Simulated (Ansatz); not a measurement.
Cost and result for the atomization energy of C$_{4}$H$_{3}$F$_{3}$, SMILES `CC#CC(F)(F)F` (10 atoms, 9 bonds).

```xyz
10

C     0.538    1.565    1.262
C     0.164    0.478    0.386
C    -0.147   -0.424   -0.341
C    -0.522   -1.518   -1.224
F     0.532   -1.981   -1.906
F    -1.439   -1.135   -2.120
F    -1.038   -2.547   -0.541
H     0.418    1.274    2.308
H    -0.087    2.441    1.075
H     1.581    1.846    1.101
```

Charge 0, multiplicity 1. The geometry is a stationary point of PBE0-D4/def2-TZVP. Program: Ansatz. All runs use 4 threads of a server CPU on a shared host. Times are those of one run each, without the atoms' runs, and a repeat can differ threefold. Electronic energies, without spin–orbit coupling; frozen cores. CCSD(T)/CBS adds CCSD(T) − MP2 in def2-TZVPP to the MP2 limit, and its time is that of the two runs behind it. T1 = 0.012. B3LYP takes the VWN-RPA correlation (the form of Gaussian; ORCA's B3LYP/G).

CCSD(T)/CBS is a level of theory with its own doubt, some kJ/mol a heavy atom from the limit and from the frozen cores, so smaller differences don't rank the functionals.

```csv
level,functions,wall time
BLYP-D4/def2-TZVPP,259,1.9 s
BHLYP-D4/def2-TZVPP,259,3 s
CAM-B3LYP-D4/def2-TZVPP,259,3.2 s
B3LYP-D4/def2-TZVPP (with forces),259,4.3 s
r2SCAN-D4/def2-TZVPP (with forces),259,4.5 s
r2SCANh-D4/def2-TZVPP,259,4.5 s
B2PLYP/def2-TZVPP,259,6 s
PBE-QIDH/def2-TZVPP,259,6 s
ωB97M-V/def2-TZVPP (with forces),259,11 s
CCSD(T)/def2-SVP,113,11 s
MP2/def2-QZVPP,489,23 s
CCSD(T)/def2-TZVPP,259,5.4 min
CCSD(T)/CBS(def2),–,5.8 min
```

What atomization energy does each give, and how far from CCSD(T)/CBS? (Best estimate.)

The calculation gave: 
| level | atomization (kJ/mol) | difference from CCSD(T)/CBS | per bond |
| --- | --- | --- | --- |
| BLYP-D4/def2-TZVPP | 4377.1 | 36.4 | 4.0 |
| BHLYP-D4/def2-TZVPP | 4138.2 | -202.5 | -22.5 |
| CAM-B3LYP-D4/def2-TZVPP | 4375.6 | 34.9 | 3.9 |
| B3LYP-D4/def2-TZVPP (with forces) | 4338.2 | -2.5 | -0.3 |
| r2SCAN-D4/def2-TZVPP (with forces) | 4383.7 | 43.0 | 4.8 |
| r2SCANh-D4/def2-TZVPP | 4335.9 | -4.8 | -0.5 |
| B2PLYP/def2-TZVPP | 4316.8 | -23.9 | -2.7 |
| PBE-QIDH/def2-TZVPP | 4348.2 | 7.5 | 0.8 |
| ωB97M-V/def2-TZVPP (with forces) | 4367.5 | 26.8 | 3.0 |
| CCSD(T)/def2-SVP | 4171.6 | -169.1 | -18.8 |
| MP2/def2-QZVPP | 4467.0 | 126.3 | 14.0 |
| CCSD(T)/def2-TZVPP | 4228.7 | -112.0 | -12.4 |
| CCSD(T)/CBS(def2) | 4340.7 | 0.0 | 0.0 |

From r2SCAN to r2SCAN0 (25 % exact exchange), in def2-TZVPP and without D4, the atomization energy moves by −116.9 kJ/mol: exact exchange takes away binding that semilocal exchange gives to molecules. At CCSD(T), def2-SVP lies −169.1 kJ/mol from the extrapolated value and def2-TZVPP −112.0 kJ/mol: correlation converges slowly with the basis, and small sets miss more of it in the bonded molecule than in its fragments. In def2-TZVPP, CCSD(T) changes the Hartree–Fock value by +1160.4 kJ/mol (the triples alone add +91.1 kJ/mol) and MP2 by +1332.9 kJ/mol; breaking electron pairs costs correlation energy, which Hartree–Fock lacks.
